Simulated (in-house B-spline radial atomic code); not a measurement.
The numbers below are computed, except where a source is named.
Br ion on N atom: potential, deflection and energy transfer

The pair potential comes from two frozen, spherical free-atom densities (PBE, B-spline radial code, scalar-relativistic past argon): electrostatics plus the change in Thomas-Fermi kinetic and Dirac exchange energy where they overlap, the recipe behind the universal ZBL potential, which averages such potentials (from solid-state densities) over many pairs. It is written V = (Z1 Z2 e²/r) φ(r/a), with e² = 14.3996 eV·Å and a = 0.46850 Å/(Z1^0.23 + Z2^0.23); ZBL's fit is φ = 0.18175 e^(−3.1998x) + 0.50986 e^(−0.94229x) + 0.28022 e^(−0.4029x) + 0.02817 e^(−0.20162x). Where φ falls below 4e-4 it is continued as an exponential.

Masses 79.9 and 14.01 u.

| x = r/a | φ, this pair | φ, ZBL |
| --- | --- | --- |
| 0.1 | 0.89 | 0.8928 |
| 0.25 | 0.7698 | 0.7647 |
| 0.5 | 0.62 | 0.6096 |
| 1 | 0.4289 | 0.4164 |
| 1.5 | 0.3098 | 0.2995 |
| 2 | 0.2304 | 0.2218 |
| 3 | 0.1356 | 0.1292 |
| 4 | 0.08546 | 0.08026 |
| 5 | 0.05753 | 0.05224 |
| 6.5 | 0.03315 | 0.02914 |
| 8 | 0.01907 | 0.01705 |
| 10 | 0.009392 | 0.008778 |
| 12 | 0.004937 | 0.00474 |
| 14.5 | 0.002322 | 0.002328 |
| 17 | 0.001076 | 0.001212 |

Problem. At x = 6.5 the electrostatic, kinetic and exchange parts are -47.22, 224.48 and -30.19 eV. Find r, V and φ.

Solution. a = 0.46850/(2.2654 + 1.5645) = 0.12233 Å, so r = 0.79514 Å. V = -47.22 + 224.48 + (-30.19) = 147.07 eV. The bare repulsion is 35 × 7 × 14.3996/0.79514 = 4436.8 eV, so φ = 0.0331, +13.8 % against ZBL's 0.0291. The kinetic (Pauli) term is 153 % of V here, as the other two terms together attract.

Problem. The ion comes in at 19.33 keV with impact parameter 0.6116 Å. The scattering integral gives a centre-of-mass angle of 11.59° and a closest approach of 5.267 a. What are the reduced energy, the energy passed on and the laboratory angles?

Solution. ε = E a M2/(Z1 Z2 e² (M1 + M2)) = 19330 × 5.1730e-06 = 0.1. The most that one collision can pass on is γE with γ = 4 M1 M2/(M1 + M2)² = 0.5077. Here T = γE sin²(θ/2) = 0.5077 × 19330 × 0.0102 = 100.1 eV. The ion turns by arctan(sin θ/(cos θ + M1/M2)) = 1.7°, and the struck atom leaves at (180° − θ)/2 = 84.2°. The closest approach is 0.644 Å. With ZBL the angle would be 10.78° and T = 86.65 eV.
